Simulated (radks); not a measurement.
Ga+, 30 electrons, occupied as [Ar] 3d10 4s1 4d1 (not the ground configuration). Calculated with a radial shooting solver on a logarithmic mesh with Libxc functionals: non-relativistic Kohn-Sham, exchange-only r2SCAN, spin-polarised, spherical densities, point nucleus; open shells are filled with parallel spins first; meta-GGA in the generalised Kohn-Sham scheme.

X-ray form factor f0, the Fourier transform of the density (f0(0) = 30):

| sin(theta)/lambda (1/angstrom) | f0 (electrons) |
|---|---|
| 0.05 | 29.249 |
| 0.1 | 27.847 |
| 0.15 | 26.396 |
| 0.2 | 24.837 |
| 0.25 | 23.185 |
| 0.3 | 21.504 |
| 0.4 | 18.257 |
| 0.5 | 15.359 |
| 0.6 | 12.937 |
| 0.8 | 9.553 |
| 1 | 7.658 |
| 1.25 | 6.388 |
| 1.5 | 5.569 |
| 2 | 4.188 |
